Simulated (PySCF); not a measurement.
Dipole response of He (helium, neutral)

1s2, closed-shell 1S. Computed with PySCF 2.14 in dyall-acv3z, with the spin-free X2C one-electron Hamiltonian (Gaussian nucleus). Coupled (time-dependent) response in atomic units; α is the mean over directions.

| method | mean α (bohr³) | C₆ (like pair) | S(−4) |
| --- | --- | --- | --- |
| UHF | 1.307 | 1.367 | 1.263 |
| PBE | 1.526 | 1.699 | 1.767 |
| PBE0 | 1.456 | 1.591 | 1.598 |
| HSE06 | 1.455 | 1.589 | 1.597 |

S(−4) is the Cauchy moment in α(ω) = α(0) + S(−4) ω² + …

Reference α: 1.384 bohr³ (recommended; Schwerdtfeger and Nagle, table of static dipole polarizabilities (2023 update)). Published C₆: 1.420 (Chu and Dalgarno (2004); Tang, Norbeck and Certain (1976)).

α(iu) at UHF:

```json
{"u (hartree)": "0", "α(iu) (bohr³)": "1.307"}
{"u (hartree)": "0.0500", "α(iu) (bohr³)": "1.304"}
{"u (hartree)": "0.100", "α(iu) (bohr³)": "1.295"}
{"u (hartree)": "0.200", "α(iu) (bohr³)": "1.259"}
{"u (hartree)": "0.300", "α(iu) (bohr³)": "1.203"}
{"u (hartree)": "0.500", "α(iu) (bohr³)": "1.057"}
{"u (hartree)": "0.750", "α(iu) (bohr³)": "0.8586"}
{"u (hartree)": "1.00", "α(iu) (bohr³)": "0.6859"}
{"u (hartree)": "1.50", "α(iu) (bohr³)": "0.4458"}
{"u (hartree)": "2.00", "α(iu) (bohr³)": "0.3058"}
{"u (hartree)": "3.00", "α(iu) (bohr³)": "0.1659"}
{"u (hartree)": "5.00", "α(iu) (bohr³)": "0.06926"}
```

A single London oscillator, α(iu) = α/(1 + u²/ω²), gives C₆ = (3/4) ω α². Matching the computed C₆ needs ω = 4 × 1.367 / (3 × 1.307²) = 1.07 hartree.
